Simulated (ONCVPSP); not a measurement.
## Before and after: ONCV potential for Te (Z = 52)

* Element: tellurium (Te)
* Generator: ONCVPSP 4.0.1
* Type: optimised norm-conserving Vanderbilt (ONCV)
* Functional: PBE
* Relativity: scalar-relativistic
* Frozen core: [Kr] 4d10
* Valence charge: 6
* Reference configuration: 5s1 5p5
* Partial waves: 5s: rc 1.65 bohr, ncon 4, nbas 7, qcut 3.5 1/bohr, 3 projectors, debl 2.2 Ha; 5p: rc 2.20 bohr, ncon 4, nbas 7, qcut 3.8 1/bohr, 2 projectors, debl 3.6 Ha; d scattering state at 0.07 Ha: rc 2.30 bohr, ncon 3, nbas 6, qcut 4.3 1/bohr, 2 projectors, debl 1.9 Ha
* Local potential: polynomial inside 1.40 bohr (lpopt 3, dvloc0 0 Ha)
* Core correction: none

Change: p: debl 0.8.

Cutoffs: the cutoffs (Ha) at which the residual kinetic energy of the hardest occupied pseudo-wave falls to 1 and 0.1 mHa per electron; they do not see the model core or the augmentation charge, which bear on the density cutoff. Errors are all-electron minus pseudo energies relative to the spin-unpolarised reference configuration.

Task: How do hardness, ghosts and transferability respond?

Result: The potential gets neither clearly harder nor softer (12 Ha and 28 Ha → 12 Ha and 28 Ha); both files keep a bound ghost (s); the errors of the 4 common tests hardly move; the range in which the p phases agree narrows (upper end 4.0 → 2.5).

```tsv
quantity	base	changed
cutoff, loose	12 Ha	12 Ha
cutoff, tight	28 Ha	28 Ha
bound ghosts	s	s
GHOST(+) flags under 300 eV	p at 142.1 eV, s at 233.9 eV	s at 233.9 eV
error for 5s2 5p4, meV [ΔE -9.26 eV]	+6.7	+6.7
error for 5s2 5p3, meV [ΔE 0.47 eV]	-2.0	-2.2
error for 5s2 5p2, meV [ΔE 18.40 eV]	-31	-32
error for 5s2 5p1, meV [ΔE 45.30 eV]	-82	-84
s: phases at 1.67 bohr within 0.05 rad from the reference energy up to (Ha; the scan ends near 5)	to the end of the scan	to the end of the scan
p: phases at 2.23 bohr within 0.05 rad from the reference energy up to (Ha; the scan ends near 5)	4.0	2.5
d: phases at 2.34 bohr within 0.05 rad from the reference energy up to (Ha; the scan ends near 5)	2.9	2.9
```

Base: The cutoffs count occupied waves only; projector 2 of the d channel, the hardest unoccupied one, needs 36 Ha at the loose tolerance. Changed file: The cutoffs count occupied waves only; projector 2 of the d channel, the hardest unoccupied one, needs 36 Ha at the loose tolerance. A true bound ghost makes a file unfit for plane-wave use even where its test errors are small: the radial tests pick states by their node count and pass the ghost by.
